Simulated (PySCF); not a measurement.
In (indium, neutral): CAM-B3LYP calculation

Configuration: [Kr] 4d10 5s1 5p2, high-spin 4P determinant (an excited configuration). All numbers are calculated (PySCF 2.14, the non-relativistic Hamiltonian (point nucleus), in dyall-av2z (22s16p12d, 130 functions)).

| Quantity | Value |
| --- | --- |
| Total energy | -5742.70 hartree |
| One-electron energy | -7919.38 hartree |
| Hartree (Coulomb) energy | 2333.14 hartree |
| Exchange-correlation energy | -156.46 hartree |
| Kinetic energy | 5740.52696 hartree |
| ⟨S²⟩ | 3.7510 |
| ⟨L²⟩ | 2.006 |
| Sum of ⟨r⟩ | 35.74 bohr |
| Sum of ⟨r²⟩ | 62.80 bohr² |
| Traceless quadrupole moment −½Σ⟨3z² − r²⟩ along its main axis | 5.78 e·bohr² |
| Density at the nucleus (Gaussians lack the cusp) | 82400 bohr⁻³ |
| Spin density at the nucleus | 12.5 bohr⁻³ |
| Langevin diamagnetic susceptibility | -49.7 ×10⁻⁶ cm³/mol |
| Time after the integrals | about 9 core-seconds |

| shell | electrons | mean orbital energy (hartree) | spread (hartree) | rms radius, mean of both spins (bohr) |
| --- | --- | --- | --- | --- |
| 1s α | 1 | -987.51009 | 0 | 0.0359 |
| 1s β | 1 | -987.50759 | 0 | 0.0359 |
| 2s α | 1 | -145.34455 | 0 | 0.146 |
| 2s β | 1 | -145.34336 | 0 | 0.146 |
| 2p α | 3 | -135.69156 | 0.00126 | 0.126 |
| 2p β | 3 | -135.69010 | 0.00229 | 0.126 |
| 3s α | 1 | -27.83857 | 0 | 0.386 |
| 3s β | 1 | -27.83564 | 0 | 0.386 |
| 3p α | 3 | -23.87460 | 0.00482 | 0.380 |
| 3p β | 3 | -23.87201 | 0.00613 | 0.380 |
| 3d α | 5 | -16.54193 | 0.00471 | 0.353 |
| 3d β | 5 | -16.54026 | 0.00537 | 0.353 |
| 4s α | 1 | -4.37535 | 0 | 0.935 |
| 4s β | 1 | -4.36846 | 0 | 0.935 |
| 4p α | 3 | -3.06496 | 0.01087 | 1.00 |
| 4p β | 3 | -3.05893 | 0.01416 | 1.00 |
| 4d α | 5 | -0.91480 | 0.01260 | 1.27 |
| 4d β | 5 | -0.90433 | 0.01678 | 1.27 |
| 5s α | 1 | -0.43136 | 0 | 2.89 |
| 5p α | 2 | -0.20436 | 0 | 3.73 |

A non-relativistic calculation at this Z misses sizeable relativistic shifts.
